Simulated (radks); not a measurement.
Results of a calculation; reference values are marked as such.
Polarisability of the zinc ion Zn+, [Ar] 3d10 4s1, at imaginary frequency. Level of theory: non-relativistic Kohn-Sham, LDA (Slater exchange, Perdew-Wang correlation), spin-polarised, spherical densities, point nucleus; open shells are filled with parallel spins first (a radial shooting solver on a logarithmic mesh with Libxc functionals). Response by self-consistent Sternheimer equations with the Hartree and adiabatic LDA kernel.

w (hartree),alpha1(iw) (bohr^3),alpha2(iw) (bohr^5)
0.00266,16.98,71.16
0.0143,16.94,71.09
0.0360,16.69,70.70
0.0697,15.94,69.48
0.118,14.35,66.57
0.186,11.86,60.96
0.280,8.962,51.97
0.413,6.328,40.19
0.605,4.299,27.77
0.892,2.853,17.17
1.35,1.839,9.583
2.12,1.112,4.807
3.59,0.5893,2.086
6.94,0.2393,0.6979
17.5,0.05494,0.1320

Static values: alpha1 = 16.99 bohr^3 (2.517 angstrom^3; uncoupled 24.04), alpha2 = 71.16 bohr^5, alpha3 = 649.8 bohr^7. C6 = 70.92, C8 = 1783, triple-dipole C9 = 819.5 atomic units. One-pole (London) frequency 4 C6 / (3 alpha1^2) = 0.328 hartree, against 0.532 for minus the highest occupied eigenvalue. The dipole shielding factor is 0.967, as the force sum rule N/Z = 0.967 demands.
